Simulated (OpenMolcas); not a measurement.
# Mn III: effect of the active space

```yaml
Program: OpenMolcas
Method: CASSCF
Basis: ANO-L-VTZP
Scalar_Hamiltonian: non-relativistic, point nucleus
Spin-orbit_coupling: RASSI with atomic mean-field integrals over the reference wave functions, term energies averaged over their components
```

A. 5 electrons in 5 orbitals (3d); 2S+1 = 6 even, 1 root; 2S+1 = 4 even, 24 roots; 2S+1 = 2 even, 75 roots; cost about 40 core-seconds
B. 5 electrons in 6 orbitals (3d 4s); 2S+1 = 6 even, 6 roots; 2S+1 = 4 even, 59 roots kept (CI in the orbitals of an earlier block); 2S+1 = 2 even, 81 roots kept (CI in the orbitals of an earlier block); cost about 70 core-seconds

Energies in eV above 3d⁵ ⁶S_5/2, the measured ground level; measured values from Corliss and Sugar, J. Phys. Chem. Ref. Data 6, 1253 (1977).

```
               Level       A       B  Measured
          3d⁵ ⁶S_5/2  0.0000  0.0000    0.0000
          3d⁵ ⁴G_5/2  3.9844  4.2320          
          3d⁵ ⁴G_7/2  3.9861  4.2340    3.3302
         3d⁵ ⁴G_11/2  3.9866  4.2345    3.3258
          3d⁵ ⁴G_9/2  3.9871  4.2352          
          3d⁵ ⁴P_5/2  4.5829  4.8688    3.6163
          3d⁵ ⁴P_3/2  4.5877  4.8744          
          3d⁵ ⁴P_1/2  4.5934  4.8810          
          3d⁵ ⁴D_7/2  4.9563  5.2703    4.0056
          3d⁵ ⁴D_1/2  4.9617  5.2768    4.0132
          3d⁵ ⁴D_3/2  4.9660  5.2818          
          3d⁵ ⁴D_5/2  4.9671  5.2830    4.0151
         3d⁵ ²I_11/2  5.6676  6.0314    4.8570
         3d⁵ ²I_13/2  5.6717  6.0363    4.8573
3d⁵ ²D_5/2(1) [72 %]  6.3809  6.7953    5.1129
       3d⁵ ²D_3/2(1)  6.4299  6.8519    5.1540
       3d⁵ ²F_7/2(1)  6.5497  6.9819    5.2825
3d⁵ ²F_5/2(1) [69 %]  6.6085  7.0491    5.3444
          3d⁵ ⁴F_9/2  6.6721  7.0993    5.4024
          3d⁵ ⁴F_7/2  6.6756  7.1033    5.4060
          3d⁵ ⁴F_5/2  6.6837  7.1147    5.4142
          3d⁵ ⁴F_3/2  6.6876  7.1183    5.4150
          3d⁵ ²H_9/2  6.9518  7.4129    5.7672
         3d⁵ ²H_11/2  6.9678  7.4320    5.7864
```

Deviations, from unrounded energies. A percentage is the sum of absolute deviations over the sum of measured energies, with the sign that they share, or ± where signs differ.

```json
{"Against measurement": "mean absolute deviation (cm-1)", "Levels": "18", "A": "8600", "B": "12000"}
{"Against measurement": "other terms of the ground configuration (%)", "Levels": "18", "A": "+22.4", "B": "+30.3"}
```

A lies closest to measurement on these levels. The largest miss of A in the table is 3d⁵ ²D_3/2(1), by +10000 cm-1. The ranking rests on the paired levels alone, and a cruder setting can come out closer through cancelling errors.

The spin-orbit steps hold different terms of 3d⁵ (B lacks a ²D, ²P), which shifts levels as well.

Between A and B the level of the table that moves most is 3d⁵ ²H_11/2, by 3700 cm-1 (lowest in A, highest in B).

Without dynamic correlation excited terms often stand tens of per cent too high (terms of higher spin than the ground term too low), and those without a measured partner can miss by more than the paired ones. Terms from blocks run as CI alone lack orbitals of their own (holds for B). Measured partners are found by configuration, term and J. A level has none where our copy of the source lacks it or the pairing is in doubt (some pairs that miss far off the trend of their configuration count as doubtful), and it then counts in no deviation. Only configurations of the active space appear. The table leaves out levels that lie high or whose names do not pair safely across all columns.

A share in square brackets marks a mixed level and gives the weight of the term that names it, the lowest over the columns. A number in round brackets counts repeated terms of one configuration in the order of the reference energies.
